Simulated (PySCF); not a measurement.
## How methods differ on the excitation energy of Cr(2+)

Cr(2+) [Ar] 3d4 (5D) → Cr(2+) [Ar] 3d3 4s1 (5F), as a difference of total energies. Computed with PySCF 2.14 in dyall-av2z, with no relativity, point nucleus. Correlated levels: valence: [Ar] frozen; virtual orbitals above 40 to 60 times the deepest correlated orbital energy dropped. The calculations carry no spin-orbit coupling.

```tsv
method	excitation energy (eV)
UHF	6.072
MP2 (valence)	6.435
SCS-MP2 (valence)	6.193
CCSD (valence)	6.457
CCSD(T) (valence)	6.461
```

How much does correlation contribute at CCSD(T) (valence)?

6.461 − (6.072) = 0.389 eV, measured against UHF.

A first-order spin-orbit estimate (lowest level to lowest level, LS coupling) adds -0.023 eV.
